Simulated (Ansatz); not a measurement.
`CC[Si]O[SiH3]`. The species carries charge 0 and has multiplicity 1. The geometry is a stationary point of PBE0-D4/def2-TZVP. It is one conformer, not always the lowest.

```xyz
13

C    -1.152   -0.290    1.177
C    -1.031   -1.128   -0.098
Si    0.735   -1.805   -0.352
O     1.573   -0.411   -0.629
Si    1.604    1.217   -0.852
H    -0.518    0.600    1.141
H    -0.858   -0.858    2.065
H    -2.177    0.051    1.340
H    -1.313   -0.529   -0.974
H    -1.724   -1.975   -0.061
H     0.278    1.717   -1.304
H     1.962    1.877    0.429
H     2.622    1.535   -1.882
```

Question: What is the dipole moment at PBE/def2-TZVPP? (Estimate.)

Answer: Ansatz gave: 1.47 D, with components (-1.14, 0.93, 0.11) D in this frame, pointing from negative to positive charge.

Question: And with r2SCAN, B3LYP, ωB97M-V? (Estimate.)

Answer: Ansatz gave: r2SCAN 1.55 D, B3LYP 1.40 D, ωB97M-V 1.34 D.

Question: Give the Mulliken charges with PBE, r2SCAN, B3LYP in def2-TZVPP. (An estimate is asked.)

Answer: Computed: 
```csv
atom,PBE,r2SCAN,B3LYP
C1,-0.28,-0.16,-0.28
C2,-0.19,-0.17,-0.20
Si3,0.19,0.28,0.25
O4,-0.27,-0.38,-0.35
Si5,0.30,0.41,0.38
H6,0.09,0.05,0.08
H7,0.09,0.05,0.08
H8,0.09,0.05,0.09
H9,0.07,0.05,0.07
H10,0.08,0.04,0.08
H11,-0.06,-0.07,-0.07
H12,-0.06,-0.07,-0.07
H13,-0.05,-0.07,-0.07
```

B3LYP here is the variant with VWN-RPA as its local correlation; programs differ in this.
